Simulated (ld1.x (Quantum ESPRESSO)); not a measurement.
Reading a pseudo-wave (sulfur (S))

Columns: radius, all-electron u(r) and pseudo u(r) of the 3s shell (level -17.00 eV) of sulfur in the configuration [Ne] 3s2 3p4; BLYP, non-relativistic, PAW scheme, ld1.x (Quantum ESPRESSO) 7.5.

| r (bohr) | all-electron | pseudo |
| --- | --- | --- |
| 0.095 | 0.1273 | 0.0592 |
| 0.190 | -0.2133 | 0.1197 |
| 0.285 | -0.3951 | 0.1827 |
| 0.380 | -0.3854 | 0.2488 |
| 0.475 | -0.2549 | 0.3183 |
| 0.570 | -0.0688 | 0.3905 |
| 0.665 | 0.1291 | 0.4643 |
| 0.760 | 0.3137 | 0.5379 |
| 0.855 | 0.4724 | 0.6090 |
| 0.950 | 0.6006 | 0.6749 |
| 1.045 | 0.6983 | 0.7329 |
| 1.140 | 0.7679 | 0.7805 |
| 1.235 | 0.8126 | 0.8154 |
| 1.330 | 0.8358 | 0.8359 |
| 1.425 | 0.8412 | 0.8412 |
| 1.520 | 0.8324 | 0.8324 |
| 1.615 | 0.8127 | 0.8127 |
| 1.710 | 0.7848 | 0.7848 |
| 1.805 | 0.7512 | 0.7512 |
| 1.900 | 0.7137 | 0.7137 |
| 1.995 | 0.6739 | 0.6739 |
| 2.090 | 0.6330 | 0.6330 |
| 2.185 | 0.5919 | 0.5919 |
| 2.280 | 0.5514 | 0.5514 |
| 2.375 | 0.5120 | 0.5120 |
| 2.470 | 0.4742 | 0.4742 |

(1) How many radial nodes do the two functions have?

(2) At about which radius was the pseudo-wave matched?

(3) Where does each function peak?

(4) Is the pseudo-wave norm-conserving?

## Answers

(1) The all-electron 3s function has n − l − 1 = 2; the pseudo-wave has 0, since the states of the same l below it are removed with the core.

(2) 1.40 bohr, where the columns begin to agree (steps of 0.10 bohr).

(3) Outermost all-electron maximum near 1.43 bohr, pseudo maximum near 1.43 bohr (to the table’s step).

(4) No, it belongs to a PAW set: the norm inside the radius is not constrained, and the difference is carried by the augmentation charge.
